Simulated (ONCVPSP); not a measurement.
# Before and after: ONCV potential for bromine

Br (Z = 35), optimised norm-conserving Vanderbilt (ONCV), made with ONCVPSP 4.0.1 (PBE, fully relativistic). Core [Ne], reference 3s2 3p6 3d10 4s2 4p5. Waves: 3s+4s: rc 0.80 bohr, ncon 5, nbas 8, qcut 18.6 1/bohr, 3 projectors, debl 3.2 Ha; 3p+4p: rc 1.05 bohr, ncon 4, nbas 8, qcut 14.4 1/bohr, 2 projectors; 3d: rc 0.85 bohr, ncon 4, nbas 8, qcut 20 1/bohr, 2 projectors, debl 2.3 Ha. Local part: polynomial inside 0.60 bohr (lpopt 4, dvloc0 0 Ha). Core correction: Teter function, fcfact 3.5, rcfact 1.

Open shells are filled in proportion to 2j + 1.

In the d channel the program set the typed energies aside and used -2.435, 0.250 Ha (j = l + 1/2; the other j can differ).

All-electron outer shells of the reference configuration (PBE, scalar-relativistic, ld1.x):

| shell | level (eV) | outermost node (bohr) | outermost maximum (bohr) |
| --- | --- | --- | --- |
| 2s | -1733.10 | 0.06 | 0.16 |
| 2p | -1528.56 | – | 0.13 |
| 3s | -238.08 | 0.23 | 0.48 |
| 3p | -173.49 | 0.21 | 0.48 |
| 3d | -66.72 | – | 0.43 |
| 4s | -20.13 | 0.67 | 1.41 |
| 4p | -7.86 | 0.70 | 1.66 |

Change: s: qcut 15.3.

Cutoffs: the cutoffs (Ha) at which the residual kinetic energy of the hardest occupied pseudo-wave falls to 1 and 0.1 mHa per electron; they do not see the model core or the augmentation charge, which bear on the density cutoff. Errors are all-electron minus pseudo energies relative to the spin-unpolarised reference configuration.

Task: Predict the effect on cutoff, ghosts and configuration errors.

Result: The potential gets neither clearly harder nor softer (155 Ha and 172 Ha → 155 Ha and 172 Ha); the d channel sets the loose cutoff, while the largest relative change is in s, which becomes softer; the errors of the 4 common tests hardly move; neither file shows a bound ghost.

```tsv
quantity	base	changed
cutoff, loose	155 Ha	155 Ha
cutoff, tight	172 Ha	172 Ha
loose cutoff by channel	s 129 Ha, p 73 Ha, d 155 Ha	s 104 Ha, p 73 Ha, d 155 Ha
bound ghosts	none	none
GHOST(+) flags under 300 eV	none	none
largest miss of a reference level, eV	0.07	0.07
error for 3s2 3p6 3d10 4s2 4p4, meV [ΔE 12.56 eV]	-1.8	-1.8
error for 3s2 3p6 3d10 4s2 4p3, meV [ΔE 35.33 eV]	-4.2	-4.2
error for 3s2 3p6 3d10 4s2 4p2, meV [ΔE 69.32 eV]	-7.0	-6.9
error for 3s2 3p6 3d10 4s1 4p5, meV [ΔE 25.55 eV]	+2.2	+2.0
s: phases at 0.81 bohr within 0.05 rad from the reference energy up to (Ha; the scan ends near 5)	to the end of the scan	to the end of the scan
p3/2: phases at 1.07 bohr within 0.05 rad from the reference energy up to (Ha; the scan ends near 5)	to the end of the scan	to the end of the scan
p1/2: phases at 1.07 bohr within 0.05 rad from the reference energy up to (Ha; the scan ends near 5)	to the end of the scan	to the end of the scan
d5/2: phases at 0.86 bohr within 0.05 rad from the reference energy up to (Ha; the scan ends near 5)	to the end of the scan	to the end of the scan
d3/2: phases at 0.86 bohr within 0.05 rad from the reference energy up to (Ha; the scan ends near 5)	to the end of the scan	to the end of the scan
rms error of d²Exc/dni dnj with the model core, mHa	8.47	8.37
```
